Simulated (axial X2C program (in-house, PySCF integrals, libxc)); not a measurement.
## Potential curves of AsBr⁺, 2c

All values were computed with an in-house relativistic program for diatomic molecules. Two-component (2c) means X2C with spin–orbit coupling and atomic mean-field two-electron Coulomb and Gaunt terms. Basis: Br dyall-cv3z [8s9p6d4f1g], As dyall-cv3z [9s9p6d4f1g] (cores contracted in-house); Gaussian nuclei, density fitting, unrestricted open shells. Masses: Br 78.918 u, As 74.922 u.

State: Ω = 1/2 (⟨Sz⟩ = -0.50, ⟨Lz⟩ = 1.00 at B97-3). Energies in kJ/mol from the lowest point of each curve. Fits are polynomials in 1 − R0/R over 0.85 to 1.23 times the lowest point R0.

```
 R (Å)   B97-3    PBE0
1.9018  127.05  118.85
1.9893   53.35   48.16
2.0548   21.73   18.50
2.1204    5.11    3.61
2.1860    0.00    0.00
2.2625    4.88    6.35
2.3390   18.19   20.85
2.4374   43.55   47.30
2.5576   81.57   85.86
2.7325  139.87  143.28
```

The state is a single determinant with fixed occupations, the lowest that a limited PBE0 search found. Density functionals use the spin component along the axis (collinear). The functionals have no current-density term, which raises determinants with orbital currents, atoms included. The determinant is spin-polarised beyond a pure state at some levels (its spin-free form has ⟨S²⟩ too high), which makes Re and μ there less reliable.

Problem. Fit the B97-3 curve near its minimum: give the equilibrium distance and the harmonic wavenumber.

Solution. At B97-3, 2c: Re = 2.189 Å, ωe ≈ 382 cm⁻¹; Be follows as 0.0916 cm⁻¹.

Problem. Fit the PBE0 curve near its minimum: give the equilibrium distance and the harmonic wavenumber.

Solution. At PBE0, 2c: Re = 2.178 Å, ωe ≈ 386 cm⁻¹; Be follows as 0.0925 cm⁻¹.
